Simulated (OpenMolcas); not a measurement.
# Pb III: input and output

Input:

```
&GATEWAY
Coord
1

Pb 0.0 0.0 0.0
Basis=ANO-RCC-VQZP
Group=XYZ
NoMove
AngMom=0.0 0.0 0.0
AMFI
&SEWARD
Relativistic=R04O02
* reference wave functions (RASSCF and RASSI steps not shown): 2 electrons in 9 orbitals (RAS2 6s 6p; RAS3 6d, at most 2 electrons)
>>> COPY JOB002 $Project.JobIph
&CASPT2
Multistate=1 1
Frozen=15 19
IPEA=0.25
Imaginary=0.1
MaxIter=60
WThr=0.0 0.3 0.05
PrWF=0.5
NoMix
>>> COPY JOB003 $Project.JobIph
&CASPT2
Multistate=3 1 2 3
Frozen=15 19
IPEA=0.25
Imaginary=0.1
MaxIter=60
WThr=0.0 0.3 0.05
PrWF=0.5
NoMix
>>> COPY JOB004 $Project.JobIph
&CASPT2
Multistate=3 1 2 3
Frozen=15 19
IPEA=0.25
Imaginary=0.1
MaxIter=60
WThr=0.0 0.3 0.05
PrWF=0.5
NoMix
```

Launched by
```bash
OMP_NUM_THREADS=1 MOLCAS_MEM=2252 MOLCAS_PROJECT=a pymolcas a.inp > a.log  # once for each step of the input, in one work folder
```

Output, cut to the results:

```
--- CASPT2 ---
Orbital specifications:
      -----------------------

      Symmetry species                           1   2
                                                ag  au
      Frozen orbitals                           15  19
      Inactive orbitals                          5   0
      Active orbitals                            6   3
      Secondary orbitals                        40  30
      Deleted orbitals                           0   0
      Number of basis functions                 66  52
Type of calculation                        SS-CASPT2
      Fock operator                              state-specific
      IPEA shift                                 0.25
      Real shift                                 0.00
      Imaginary shift                            0.10
      The input orbitals will be transformed to quasi-canonical
Reference energy:      -20882.5574899251
      E2 (Non-variational):      -0.4078533774
      Shift correction:          -0.0001698409
      E2 (Variational):          -0.4080232183
      Total energy:          -20882.9655131434
      Residual norm:              0.0000003731
      Reference weight:           0.93087
      Contributions to the CASPT2 correlation energy
      Active & Virtual Only:         -0.0018961019
      One Inactive Excited:          -0.1031500408
      Two Inactive Excited:          -0.3028072347
::    CASPT2 Root  1     Total energy: -20882.96551314
--- CASPT2 ---
Orbital specifications:
      -----------------------

      Symmetry species                           1   2
                                                ag  au
      Frozen orbitals                           15  19
      Inactive orbitals                          5   0
      Active orbitals                            6   3
      Secondary orbitals                        40  30
      Deleted orbitals                           0   0
      Number of basis functions                 66  52
Type of calculation                        MS-CASPT2
      Fock operator                              state-specific
      IPEA shift                                 0.25
      Real shift                                 0.00
      Imaginary shift                            0.10
      The input orbitals will be transformed to quasi-canonical
Reference energy:      -20882.2515920287
      E2 (Non-variational):      -0.3813840441
      Shift correction:          -0.0001595675
      E2 (Variational):          -0.3815436116
      Total energy:          -20882.6331356403
      Residual norm:              0.0000002214
      Reference weight:           0.93617
      Contributions to the CASPT2 correlation energy
      Active & Virtual Only:         -0.0010848394
      One Inactive Excited:          -0.0778035693
      Two Inactive Excited:          -0.3024956354
Reference energy:      -20882.2515920278
      E2 (Non-variational):      -0.3813810746
      Shift correction:          -0.0001595382
      E2 (Variational):          -0.3815406128
      Total energy:          -20882.6331326406
      Residual norm:              0.0000002191
      Reference weight:           0.93617
      Contributions to the CASPT2 correlation energy
      Active & Virtual Only:         -0.0010823903
      One Inactive Excited:          -0.0778030490
      Two Inactive Excited:          -0.3024956353
::    CASPT2 Root  1     Total energy: -20882.63313564
::    CASPT2 Root  2     Total energy: -20882.63313264
::    CASPT2 Root  3     Total energy: -20882.63313512
::    MS-CASPT2 Root  1     Total energy: -20882.63313564
::    MS-CASPT2 Root  2     Total energy: -20882.63313512
::    MS-CASPT2 Root  3     Total energy: -20882.63313264
--- CASPT2 ---
Orbital specifications:
      -----------------------

      Symmetry species                           1   2
                                                ag  au
      Frozen orbitals                           15  19
      Inactive orbitals                          5   0
      Active orbitals                            6   3
      Secondary orbitals                        40  30
      Deleted orbitals                           0   0
      Number of basis functions                 66  52
Type of calculation                        MS-CASPT2
      Fock operator                              state-specific
      IPEA shift                                 0.25
      Real shift                                 0.00
      Imaginary shift                            0.10
      The input orbitals will be transformed to quasi-canonical
Reference energy:      -20882.1273163409
      E2 (Non-variational):      -0.4191193544
      Shift correction:          -0.0002478415
      E2 (Variational):          -0.4193671960
      Total energy:          -20882.5466835369
      Residual norm:              0.0000005050
      Reference weight:           0.92172
      Contributions to the CASPT2 correlation energy
      Active & Virtual Only:         -0.0061739846
      One Inactive Excited:          -0.1104543679
      Two Inactive Excited:          -0.3024910019
Reference energy:      -20882.1273163402
      E2 (Non-variational):      -0.4191217572
      Shift correction:          -0.0002478631
      E2 (Variational):          -0.4193696203
      Total energy:          -20882.5466859605
      Residual norm:              0.0000005050
      Reference weight:           0.92172
      Contributions to the CASPT2 correlation energy
      Active & Virtual Only:         -0.0061739875
      One Inactive Excited:          -0.1104567681
      Two Inactive Excited:          -0.3024910016
::    CASPT2 Root  1     Total energy: -20882.54668354
::    CASPT2 Root  2     Total energy: -20882.54668596
::    CASPT2 Root  3     Total energy: -20882.54668597
::    MS-CASPT2 Root  1     Total energy: -20882.54668597
::    MS-CASPT2 Root  2     Total energy: -20882.54668596
::    MS-CASPT2 Root  3     Total energy: -20882.54668354
```

Levels above the lowest, from the spin-orbit matrix with the single-state CASPT2 energies, averaged by term, on its diagonal:

| Configuration | Term | J | E (cm-1) | Measured (cm-1) | Term weight % | Second |
| --- | --- | --- | --- | --- | --- | --- |
| 6s2 | 1S | 0 | 0.0 | 0.0 | 100 |  |
| 6s 6p | 3P* | 0 | 63146 | 60397 | 100 |  |
| 6s 6p | 3P* | 1 | 66568 | 64391 | 94 | 6 1P* |
| 6s 6p | 3P* | 2 | 77850 |  | 100 |  |
| 6s 6p | 1P* | 1 | 93402 | 95340 | 94 | 6 3P* |

Against the 3 measured excited levels shown (Moore, Atomic Energy Levels, vol. III, NSRDS-NBS 35 (1971 reprint of NBS Circular 467, 1958)) the mean absolute deviation is 2300 cm-1; the largest miss in energy is 6s 6p 3P* 0: computed 63146, measured 60397 cm-1 (+4.6 %).

Some high roots are left out of the spin-orbit mixing, which shifts the levels that they would mix with. Active for correlation alone: 6d; no level in the range computed is led by a configuration that fills it, so any true level of that kind is missing. Spin-orbit splittings of 6p shells tend to come out small when the coupling is added on scalar orbitals. Measured partners are found by configuration, term and J. A level has none where our copy of the source lacks it or the pairing is in doubt (some pairs that miss far off the trend of their configuration count as doubtful), and it then counts in no deviation. Only configurations of the active space appear. The first state left out of the spin-orbit step lies near 150000 cm-1 above the lowest spin-free state of the reference (among the parities and spins computed), and the list stops at four fifths of that energy or lower.

The term weight is that of the spin-free term in the level, not the purity of its configuration. * marks odd parity.
